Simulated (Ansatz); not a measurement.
Mg3S4⁻. Total charge -1; doublet. Geometry B3LYP-D4/def2-SVPD; atoms count from 1.

```xyz
7

Mg    2.1288    2.2017   -0.8088
Mg   -0.1533    0.3825    1.1537
Mg    0.3497   -0.7745   -2.3961
S     1.2667    2.2261    1.3905
S    -1.6400   -2.0492   -0.1181
S     0.2481   -2.0062    0.8955
S    -2.2001    0.0196   -0.1166
```

Another isomer (doublet) lies 2.48 eV lower at PBE0-D4/def2-TZVPD; other spin states weren't run for this one.

(1) Estimate the Mulliken populations from the PBE0/def2-TZVPD orbitals of Ansatz.

(2) Where does the spin sit?

(3) And the Mayer bond orders between bonded heavy atoms (over 0.3)?

Answers

(1) 
```tsv
atom	charge (e)	spin (α − β)
Mg1	0.28	0.76
Mg2	0.86	0.02
Mg3	0.16	0.13
S4	-1.03	0.08
S5	-0.11	0.00
S6	-0.58	0.00
S7	-0.58	0.00
```
Mulliken values and Mayer orders depend strongly on the basis. With diffuse functions, as here, like atoms can get unlike values, and bond orders can come out too low or too high.

(2) Summed by element: Mg 0.91, S 0.09, of 1 unpaired in all. Largest on single atoms: Mg1 0.76, Mg3 0.13, S4 0.08.

(3) Mg1–S4 0.87 (2.36 Å); Mg2–S4 0.64 (2.34 Å); Mg2–S6 0.49 (2.44 Å); Mg2–S7 0.49 (2.44 Å); S5–S6 0.98 (2.14 Å); S5–S7 0.98 (2.14 Å). Values over 0.3 also appear between atoms too far apart for a bond (Mg1–Mg3 0.44 at 3.81 Å); they arise where an orbital or an unpaired electron spreads over both atoms.
